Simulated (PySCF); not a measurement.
Excitations are Tamm–Dancoff values on a coarser integration grid. The basis has no diffuse functions, so Rydberg states are missing or too high.

## C3H8Si2, SMILES `CC1=C[Si@@H]1[SiH3]` (charge 0, multiplicity 1)

Level of theory: ωB97X-D3(BJ)/def2-TZVP // B3LYP-D3(BJ)/def2-TZVP (PySCF 2.14.0).

```json
{
  "HOMO": "-9.50 eV",
  "dipole_moment": "0.97 D",
  "HOMO–LUMO gap": "11.12 eV",
  "LUMO": "1.62 eV",
  "S1 excitation (TDA)": "5.64 eV",
  "S1 oscillator strength": "0.021",
  "brightest of the four lowest singlets (TDA)": "6.58 eV",
  "T1 excitation (TDA)": "4.89 eV",
  "S1–T1 gap (TDA)": "0.76 eV",
  "vertical ionisation energy (Delta-SCF)": "9.21 eV",
  "total_energy": "-698.2254 Ha",
  "cost": "roughly 5 core-minutes"
}
```

```xyz
13

C     -2.3119     0.4121    -0.0973
C     -1.0362    -0.3388    -0.0127
C     -0.5068    -1.3249     0.6984
Si     0.6746    -0.7165    -0.5447
Si     2.4619     0.6615     0.0535
H     -2.7474     0.3119    -1.0943
H     -2.1370     1.4787     0.0628
H     -3.0390     0.0619     0.6394
H     -0.8318    -1.9646     1.5087
H      0.9070    -1.4963    -1.7876
H      3.6836    -0.1311     0.3424
H      2.7891     1.6161    -1.0357
H      2.0939     1.4301     1.2671
```
Charge 0, spin multiplicity 1.
